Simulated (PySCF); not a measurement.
**Computed vibrations of [Gd(SH)4]−**

[Gd(SH)4]− (singlet in the valence; each metal's 4f electrons, 7 of them, lie in its core potential, out of spins and levels). PySCF 2.14.0, RKS PBE0, Gd lcecp-1-SVP with ECP53, S def2-SVP, H def2-SVP; non-relativistic Hamiltonian with scalar-relativistic core potentials where named; density fitting; no spin-orbit coupling. Central differences of gradients.

```xyz
9

Gd    0.0000    0.0000    0.0000
S     1.4642    1.5916    1.5789
H     1.8278    0.5032    2.2999
S    -1.4642   -1.5916    1.5789
H    -1.8278   -0.5032    2.2999
S     1.5896   -1.4666   -1.5789
H     0.5018   -1.8326   -2.2997
S    -1.5896    1.4666   -1.5789
H    -0.5018    1.8326   -2.2997
```

Run from Python with OMP_NUM_THREADS=2. Where DIIS fails, smearing, a level shift and second-order steps follow.
It took 3.6 min on 2 threads of Arm Neoverse V1, with other jobs on the host.

(1) What are the harmonic wavenumbers and infrared intensities?

(2) Is this a minimum?

An lcecp potential fixes the number of 4f electrons, so in runs with it no electron can move into or out of that shell.

## Answers

(1) Negative numbers are unstable modes, those under 60 cm⁻¹ near the noise; a finer grid moves soft modes by up to 10 cm⁻¹.
```
cm⁻¹  km/mol  symmetry
  60     0.0          
  61     0.7          
  63     9.0          
  64     8.7          
  78     9.1          
  98    16.3          
 100    16.2          
 186     0.1          
 196    24.7          
 260     0.0          
 266    49.0          
 266    49.0          
 281    65.4          
 407     0.0          
 408    23.3          
 408    23.3          
 422    37.2          
2682    11.9          
2682     0.3          
2682    11.9          
2682     7.9
```

(2) Yes. Ideal gas at 298.15 K and 1 bar: S = 500.1 J/(mol K), Cp = 159.5 J/(mol K), H − H(0 K) = 35.3 kJ/mol (rigid rotor, harmonic modes, spin degeneracy alone, that of the 4f electrons in the core included).
